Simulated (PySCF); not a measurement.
## Structure revision by computed shifts

A compound C₉H₁₄Si gives the data below (simulated from a calculation) and was assigned the structure `C[Si](C)(C)c1ccccc1`.

13C{1H} NMR (computed): δ 151.8 (C), 146.4 (C), 134.7 (CH), 132.3 (CH), 130.1 (CH), 129.7 (CH), 35.2 (CH2), 22.4 (CH3), 21.6 (CH2).

1H NMR (600 MHz, computed): δ 7.52 (m, 1H), 7.25 (d, 1H), 7.24 (s, 1H), 7.21 (d, 1H), 3.92 (t, 3H), 2.61 (q, 2H), 2.35 (q, 2H), 1.21 (t, 3H).

[PySCF: GIAO PBE0/pcSseg-1 shieldings; GFN2-xTB structure; no relativistic terms; gas phase; a single conformation; one averaged value for each set of equivalent atoms]

δ = σ(ref) − σ, references computed at the same level: 1H, 13C vs TMS.

Task: Compare with the shifts computed for the proposed structure, pairing carbons in order of shift.

Result: Atom-mapped SMILES (the numbers label the heavy atoms): `[CH3:1][Si:2]([CH3:3])([CH3:4])[c:5]1[cH:6][cH:7][cH:8][cH:9][cH:10]1`. Each H is labelled by its parent atom.

```
atom  computed for proposal  given list  difference
  C5                  145.3       151.8        -6.5
  C6                  138.9       146.4        -7.5
 C10                  138.9       134.7        +4.2
  C8                  134.5       132.3        +2.2
  C7                  132.9       130.1        +2.8
  C9                  132.9       129.7        +3.2
  C1                   -0.6        35.2       -35.8
  C3                   -0.6        22.4       -23.0
  C4                   -0.6        21.6       -22.2
```

The rms difference is 16.5 ppm and the largest -35.8 ppm at C1 (methyl carbon bonded to Si). The proposal also would give 5 carbon signals, not 9. The carbon types in order of shift don't match either: C, CH, CH, CH, CH, CH, CH3, CH3, CH3 for the proposal against C, C, CH, CH, CH, CH, CH2, CH3, CH2 in the data. The proposal doesn't fit.

Task: Which isomer fits?

Result: `CCc1cccc(C[SiH3])c1`.

- Carbon types of the structure: 2 × C, 4 × CH, 2 × CH2, 1 × CH3, leaving 3 H on heteroatoms.
- δC 151.8, 146.4: substituted aromatic carbon.
- δC 134.7, 132.3, 130.1, 129.7: aromatic CH; the aromatic region.
- δC 35.2: sp3 CH2 on an aromatic ring; saturated and bonded to C and H only.
- δH 2.35: hydrogen on an sp3 CH2 bonded to Si, on an aromatic ring; benzylic-type position, deshielded by the ring.

Other isomers checked: C=C(C)C1=C[SiH2][C@H]2C[C@@H]1C2 (rms 44.8 ppm).

This is the structure that produced the data.

Shifts are as computed. Against solution values, carbons near 30 ppm lie about +3 ppm off and those near 130 ppm about +5 ppm. Of 1211 compounds with measured shifts, 218 miss one by over three times the rms of a fit or turn the order of signals round; such compounds aren't used in these exercises. No couplings were computed; multiplicities are counted from neighbouring protons, with m where these are inequivalent, close in shift, in a saturated or five-membered ring or joined by F or P, and br s for small geminal =CH2 splittings.
